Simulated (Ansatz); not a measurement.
Pd₄O₃⁺, relaxed as a doublet with UKS PBE-D4/def2-SVP in Ansatz, starting from the GFN2-xTB geometry. Force threshold 0.02 eV/Å.

In the def2 sets Pd takes a core potential; there is no spin–orbit coupling. The charge 1 doublet is spin-contaminated (final ⟨S²⟩ up to 1.39, 0.75 for a pure state). Another isomer (doublet) lies 0.41 eV lower at PBE0-D4/def2-TZVP; other spin states weren't run for this one.

Start:

```xyz
7

Pd    0.483    0.312   -1.258
Pd   -0.868    0.524    0.724
Pd    1.256   -1.581    0.110
Pd   -1.355    2.250   -0.911
O     0.126   -0.916    1.073
O    -2.016    1.841    0.821
O     2.374   -2.431   -0.560
```

```csv
step,energy (eV),largest force component (eV/Å),SCF passes
1,-20039.7059,12.000,164
2,-20041.9323,3.384,78
3,-20042.3128,0.539,104
4,-20042.5637,1.071,326
5,-20042.5997,1.115,65
6,-20042.7064,0.761,60
7,-20042.8450,0.461,62
8,-20042.9812,0.590,58
9,-20043.0471,0.528,50
10,-20043.1227,0.127,47
11,-20043.1453,0.115,47
12,-20043.1523,0.156,47
13,-20043.1571,0.161,41
14,-20043.1598,0.072,38
15,-20043.1607,0.022,40
16,-20043.1609,0.010,36
```

Force components are those of the run's own axes.

End:

```xyz
7

Pd   -0.553   -0.405   -1.415
Pd   -1.107    0.263    1.069
Pd    1.207   -1.334    0.272
Pd   -0.267    2.159   -0.896
O    -0.168   -1.285    1.556
O    -1.637    1.905    0.354
O     2.524   -1.303   -0.940
```

By distances, no bond broke or formed. The bond that changes most is Pd3–O5, from 1.63 to 1.88 Å (atoms count from 1).

No frequencies were taken in this run, so the end may be a saddle point.

It took 5.2 min on 4 threads of Intel Xeon on a shared host.
